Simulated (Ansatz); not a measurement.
Mulliken charges of CH$_{5}$BO$_{2}$, SMILES `BOCO` from B3LYP/def2-TZVPP in Ansatz (PBE0-D4/def2-TZVP geometry).

```
atom   x (Å)   y (Å)   z (Å)  charge (e)
  B1  -1.156   1.051   0.079       0.037
  O2  -0.370   0.115   0.639      -0.264
  C3   0.814  -0.332   0.005       0.179
  O4   0.634  -1.580  -0.559      -0.327
  H5  -0.832   1.566  -0.958      -0.006
  H6  -2.158   1.340   0.664       0.017
  H7   1.592  -0.334   0.776       0.095
  H8   1.084   0.347  -0.808       0.076
  H9   0.480  -2.218   0.144       0.193
```

**Question.** By hand: the dipole of these point charges (1 e Å = 4.8032 D).

**Answer.** Σ q r = (0.288, 0.046, 0.075) e Å, of length 0.301 e Å = 1.45 D.

**Question.** How does the dipole of the full density compare? (Estimate.)

**Answer.** The calculation gave: (0.242, -0.085, 0.164) e Å, 1.46 D; the point charges give 0.99 times that, at 32° from its direction.

Point charges leave out the atoms' own dipoles, such as those of lone pairs, and Mulliken's split depends on the basis, so the two needn't agree.

B3LYP here is the variant with VWN-RPA as its local correlation; programs differ in this.
